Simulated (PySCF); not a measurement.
## Spinor energies of Pr⁻ (praseodymium, charge -1)

Start: [Xe] 4f3 6s2 6p1; 4f5/2 filled at m_j = +1/2, +3/2, +5/2; 6p1/2 filled at m_j = +1/2. Calculated with PySCF 2.14 in x2c-TZVPall-2c with one added diffuse shell each of s, p, d, f type (12s12p11d5f1g, 147 functions): generalised Hartree-Fock with the X2C-1e Hamiltonian and a Gaussian nucleus; one run each with spin-orbit coupling (SO) switched off, then screened by Boettger's factors.

```json
{"spinor shell": "1s1/2", "electrons": "2", "ε, spin-free (eV)": "-42189.8", "ε, screened SO (eV)": "-42183.5", "weight of nominal j (screened SO)": "1.000", "rms radius, screened SO (bohr)": "0.0275"}
{"spinor shell": "2s1/2", "electrons": "2", "ε, spin-free (eV)": "-6895.7", "ε, screened SO (eV)": "-6893.6", "weight of nominal j (screened SO)": "1.000", "rms radius, screened SO (bohr)": "0.111"}
{"spinor shell": "2p1/2", "electrons": "2", "ε, spin-free (eV)": "-6163.1", "ε, screened SO (eV)": "-6500.6", "weight of nominal j (screened SO)": "1.000", "rms radius, screened SO (bohr)": "0.0958"}
{"spinor shell": "2p3/2", "electrons": "4", "ε, spin-free (eV)": "-6163.1", "ε, screened SO (eV)": "-6014.6", "weight of nominal j (screened SO)": "1.000", "rms radius, screened SO (bohr)": "0.102"}
{"spinor shell": "3s1/2", "electrons": "2", "ε, spin-free (eV)": "-1531.5", "ε, screened SO (eV)": "-1530.6", "weight of nominal j (screened SO)": "1.000", "rms radius, screened SO (bohr)": "0.290"}
{"spinor shell": "3p1/2", "electrons": "2", "ε, spin-free (eV)": "-1294.3", "ε, screened SO (eV)": "-1362.7", "weight of nominal j (screened SO)": "1.000", "rms radius, screened SO (bohr)": "0.282"}
{"spinor shell": "3d3/2", "electrons": "4", "ε, spin-free (eV)": "-961.08", "ε, screened SO (eV)": "-973.51", "weight of nominal j (screened SO)": "0.999", "rms radius, screened SO (bohr)": "0.266"}
{"spinor shell": "3d5/2", "electrons": "6", "ε, spin-free (eV)": "-961.08", "ε, screened SO (eV)": "-951.71", "weight of nominal j (screened SO)": "0.999", "rms radius, screened SO (bohr)": "0.269"}
{"spinor shell": "4s1/2", "electrons": "2", "ε, spin-free (eV)": "-321.59", "ε, screened SO (eV)": "-321.11", "weight of nominal j (screened SO)": "1.000", "rms radius, screened SO (bohr)": "0.661"}
{"spinor shell": "4p1/2", "electrons": "2", "ε, spin-free (eV)": "-241.36", "ε, screened SO (eV)": "-256.88", "weight of nominal j (screened SO)": "0.989", "rms radius, screened SO (bohr)": "0.685"}
{"spinor shell": "4p3/2", "electrons": "4", "ε, spin-free (eV)": "-241.36", "ε, screened SO (eV)": "-233.93", "weight of nominal j (screened SO)": "0.994", "rms radius, screened SO (bohr)": "0.711"}
{"spinor shell": "4d3/2", "electrons": "4", "ε, spin-free (eV)": "-123.42", "ε, screened SO (eV)": "-128.15", "weight of nominal j (screened SO)": "0.834", "rms radius, screened SO (bohr)": "0.783"}
{"spinor shell": "4d5/2", "electrons": "6", "ε, spin-free (eV)": "-123.42", "ε, screened SO (eV)": "-119.63", "weight of nominal j (screened SO)": "0.889", "rms radius, screened SO (bohr)": "0.788"}
{"spinor shell": "5s1/2", "electrons": "2", "ε, spin-free (eV)": "-45.501", "ε, screened SO (eV)": "-45.189", "weight of nominal j (screened SO)": "1.000", "rms radius, screened SO (bohr)": "1.63"}
{"spinor shell": "5p1/2", "electrons": "2", "ε, spin-free (eV)": "-23.690", "ε, screened SO (eV)": "-26.026", "weight of nominal j (screened SO)": "0.938", "rms radius, screened SO (bohr)": "1.83"}
{"spinor shell": "5p3/2", "electrons": "4", "ε, spin-free (eV)": "-23.690", "ε, screened SO (eV)": "-22.261", "weight of nominal j (screened SO)": "0.969", "rms radius, screened SO (bohr)": "1.94"}
{"spinor shell": "4f5/2", "electrons": "3", "ε, spin-free (eV)": "-7.516", "ε, screened SO (eV)": "-7.283", "weight of nominal j (screened SO)": "0.794", "rms radius, screened SO (bohr)": "1.22"}
{"spinor shell": "6s1/2", "electrons": "2", "ε, spin-free (eV)": "-1.516", "ε, screened SO (eV)": "-1.540", "weight of nominal j (screened SO)": "0.909", "rms radius, screened SO (bohr)": "5.85"}
{"spinor shell": "6p1/2", "electrons": "1", "ε, spin-free (eV)": "0.099", "ε, screened SO (eV)": "-0.296", "weight of nominal j (screened SO)": "0.958", "rms radius, screened SO (bohr)": "7.53"}
```

Question: Where does 3p3/2 lie, and what is the 3p spin-orbit splitting (screened SO)?

Answer: At -1263.5 eV, 99.184 eV above 3p1/2.

| quantity | spin-free | screened SO |
| --- | --- | --- |
| E (hartree) | -9231.08403 | -9235.41153 |
| M_J | 5 | 5 |
| ⟨J²⟩ | 34.295 | 32.640 |
| ⟨L²⟩ | 56.219 | 50.690 |
| ⟨S²⟩ | 6.077 | 4.790 |

The configuration of this anion was assumed by filling the next shell in order. It is not the known or likely ground configuration (Ca⁻, Sr⁻ and Ba⁻, for instance, bind a p electron), so these values are not the electron affinity of the element. The determinant has a definite M_J but mixes levels of different J.

Each row is a mean over spinors that exchange with the open shell spreads, by up to 9.328 eV (4d3/2).

Rows whose weight is well below 1 are mixtures of j = l ± 1/2: exchange outweighs spin-orbit coupling there, and the label is only the starting occupation.

Breit and QED terms are absent; they matter most for the inner s and p1/2 levels.

Densities and radii are taken from the X2C orbitals without a picture-change correction, which distorts them close to the nucleus.

Without spin-orbit coupling the j labels of p, d and f shells carry no meaning; the spin-free column gives the mean over the occupied spinors of each nl shell, and its ⟨J²⟩ belongs to a mixture of degenerate components.
